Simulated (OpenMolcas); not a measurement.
# W4+: moving or changing the point charges

W4+ among 6 point charges of -1 e arranged as an octahedron (Oh), 2.09 Å from the ion.
```
   2.0900    0.0000    0.0000  -1.00
   0.0000    2.0900    0.0000  -1.00
  -2.0900    0.0000    0.0000  -1.00
   0.0000   -2.0900    0.0000  -1.00
   0.0000    0.0000    2.0900  -1.00
   0.0000    0.0000   -2.0900  -1.00
```

* Program: OpenMolcas 26.06
* Method: SS-CASPT2, IPEA 0.25 Eh, imaginary shift 0.1 Eh (closed shells correlated: 4f 5s 5p)
* Basis: ANO-RCC-VTZP [8s7p5d3f2g1h]
* Scalar Hamiltonian: DKH2, point nucleus
* Active space: 2 electrons in 5 orbitals (5d)
* State averaging: 2S+1 = 3 even, 10 roots; 2S+1 = 1 even, 15 roots
* Spin-orbit coupling: state interaction with AMFI integrals over the reference wave functions

Runs around this geometry, states (labels of O, the rotations of Oh). Energies in cm-1 above the lowest state or level, χT in cm3 K/mol; under a threefold ground state the first gap can be a small split of the lowest multiplet, not the spin-orbit step; 10Dq and B are least-squares fits to the states below 45000 cm-1, weighted by degeneracy, with a free offset, and given where the rms deviation is under 5 % of |10Dq| (or 100 cm-1) and under 700 cm-1.

```tsv
R (Å)	q (e)	Ground state	First state of that spin	10Dq	B (rms of fit)	First gap with spin-orbit (degeneracies)	χT at 300 K	First state of another spin
2.09	-0.8	3T1	3T2 3930			840 (2, 3)	0.118	1T2 8800
1.99	-1	3T1	3T2 6820	8042	687 (222)	910 (2, 3)	0.076	1T2 9270
2.09	-1	3T1	3T2 5180	6471	686 (243)	900 (2, 3)	0.094	1T2 9050
2.3	-1	3T1	3T2 3080			760 (2, 3)	0.145	1T2 8520
```

Taking the first state of the same spin as R^-n, n = -ln(3080 / 6820) / ln(2.3 / 1.99) = 5.5 between the shortest and longest distance.

Scaling the charges by -0.8 / -1 = 0.80 scales the first state of the same spin by 3930 / 5180 = 0.76; with fixed orbitals a first-order splitting would follow the charge.

Roots that are degenerate in the reference are averaged as groups; the widest CASPT2 spread within a group is 490 cm-1 (the 3-fold group of multiplicity 1 near 19200 cm-1 above the lowest state of its run, R = 2.09, q = -1). Shifts and gaps below about the spread of the groups concerned are not significant. Free-ion shares, where given, are those of the reference states; single-state CASPT2 does not remix them. This field is weak: 10Dq is about 5284 cm-1, while octahedral complexes of 5d ions of charge 3 and more, computed by the same method with explicit ligands, had a median near 35000 cm-1. Ground spin and moment need not be those of a real site (figures for R = 2.09, q = -0.8; the like holds for R = 1.99, q = -1, R = 2.09, q = -1, R = 2.3, q = -1). An orbital triplet at a regular site is open to Jahn-Teller coupling, which can distort the site and quench the lowest spin-orbit gaps and is left out (holds for R = 2.09, q = -0.8; R = 1.99, q = -1; R = 2.09, q = -1). Spin-orbit coupling mixes the spin-free states strongly: the lowest level takes only 69 % from its leading state, 3T1 (holds for R = 2.3, q = -1). This is an electrostatic model: the charges have no orbitals. No measured value stands beside these numbers.
